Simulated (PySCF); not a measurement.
# Continuum solvent and chemical shifts

Numbering as in the mapped SMILES `[CH3:1][S@:2](=[O:3])[c:4]1[cH:5][cH:6][c:7]([Cl:8])[cH:9][cH:10]1`. Hydrogens are named by the atom that carries them.

GIAO PBE0/pcSseg-1 in PySCF 2.14 on one PBE0-D3(BJ)/def2-SVP conformer, non-relativistic, equivalent nuclei averaged. Solvents enter as an IEF-PCM continuum (benzene with ε = 2.3, tetrahydrofuran with ε = 7.4) around the gas-phase geometry. Shifts are referred to TMS, CS2 computed in the same medium.

In benzene, δ in ppm: C4 153.4, C7 147.7, C6/C9 135.9, C5/C10 130.4, C1 48.9, S2 290.5, H(C5)/H(C10) 7.82, H(C6)/H(C9) 7.69, H(C1) 2.44. Dipole moment 3.91 D.

Q: How does each δ change in the more polar medium?

A: 
```csv
atoms,environment,"Δδ, tetrahydrofuran"
C4,aromatic carbon bearing sulfur,+0.3
C7,aromatic carbon bearing chlorine,0.0
C6/C9,aromatic CH,+0.6
C5/C10,aromatic CH,+0.6
C1,methyl carbon bonded to S,+0.6
S2,sulfoxide sulfur,+0.9
H(C5)/H(C10),hydrogen on an aromatic CH,+0.07
H(C6)/H(C9),hydrogen on an aromatic CH,+0.09
H(C1),hydrogen on a methyl carbon bonded to S,+0.12
```

Changes are relative to benzene. The dipole moment becomes 4.43 D in tetrahydrofuran.

Q: Which of the listed nuclei move most (in ppm), and what does the model miss? (N and O are left out, as their reference compounds move with the solvent too.)

A: S2 (sulfoxide sulfur, +0.9 ppm) in tetrahydrofuran. A continuum only polarises the solute; specific hydrogen bonds, the anisotropy of aromatic solvents and changes of geometry or conformer are outside it.
